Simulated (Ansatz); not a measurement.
Task: Name a neutral molecule of C, N, O, Si and H with HOMO–LUMO gap (PBE/def2-TZVPP) between 5.65 and 5.95 eV and HOMO–LUMO gap (PBE0/def2-TZVPP) between 8.00 and 8.30 eV (Ansatz, PBE0-D4/def2-TZVP geometry).

Result: `C[SiH](N)O[SiH3]` (5.72 eV, 8.02 eV); `C[Si](C)(N)O` (5.78 eV, 8.03 eV); `CO[Si](N)(O)O` (5.79 eV, 8.18 eV). Other molecules can fit too; these were computed, each in one conformer that needn't be the lowest.
